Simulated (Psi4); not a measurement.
Pair of molecules, SMILES Cl with SMILES [SiH4] (the first has 2 atoms); geometry from B3LYP-D3(BJ)/def2-TZVP, rigid monomers moved along the line of their centres of mass till Cl1···Si3 is 3.40 Å.
(charge 0, multiplicity 1):
```json
[
 {"atom": "Cl", "x (Å)": "0.6255", "y (Å)": "1.1381", "z (Å)": "-0.2247"},
 {"atom": "H", "x (Å)": "1.1186", "y (Å)": "-0.0336", "z (Å)": "-0.0576"},
 {"atom": "Si", "x (Å)": "-0.0960", "y (Å)": "0.0378", "z (Å)": "2.9057"},
 {"atom": "H", "x (Å)": "-0.2327", "y (Å)": "1.5074", "z (Å)": "2.9862"},
 {"atom": "H", "x (Å)": "-1.0771", "y (Å)": "-0.5096", "z (Å)": "1.9429"},
 {"atom": "H", "x (Å)": "-0.3337", "y (Å)": "-0.5586", "z (Å)": "4.2405"},
 {"atom": "H", "x (Å)": "1.2726", "y (Å)": "-0.3118", "z (Å)": "2.4591"}
]
```

The numbers are results of SAPT0/jun-cc-pV(D+d)Z (Psi4), not measurements.

**Question.** Which attractive term is largest, and how does the interaction split up?

**Answer.** electrostatics -10.2, exchange 24.1, induction -2.8, dispersion -6.9, total 4.2 kJ/mol; the largest attraction is electrostatics.
